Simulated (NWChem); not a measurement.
# Correlation energy of vinylidene fluoride (C2H2F2)

SMILES: C=C(F)F
```xyz
6

C      0.0000     0.0000     1.3820
C      0.0000     0.0000     0.0583
F      1.0734     0.0000    -0.6935
F     -1.0734     0.0000    -0.6935
H     -0.9458     0.0000     1.9203
H      0.9458     0.0000     1.9203
```
Charge 0, spin multiplicity 1.

All runs are NWChem calculations. Structure: optimised with PBE0/def2-SVP, a minimum by its harmonic frequencies.

Basis set: cc-pVDZ. Each correlation energy counts from its own Hartree-Fock reference.

The correlated methods keep 4 core orbitals frozen. No row is a measurement; the coupled-cluster row has its own basis-set and correlation limits.

### Question
Order these methods by the correlation energy they give, lowest first: RI-MP2, SCS-MP2, CR-CCSD[T], CR-CCSD(T), CCSD, CCSD+T(CCSD).

### Answer
CCSD+T(CCSD) (-671.9 mHa), CR-CCSD[T] (-667.7 mHa), CR-CCSD(T) (-666.7 mHa), CCSD (-654.0 mHa), RI-MP2 (-631.7 mHa), SCS-MP2 (-613.3 mHa)
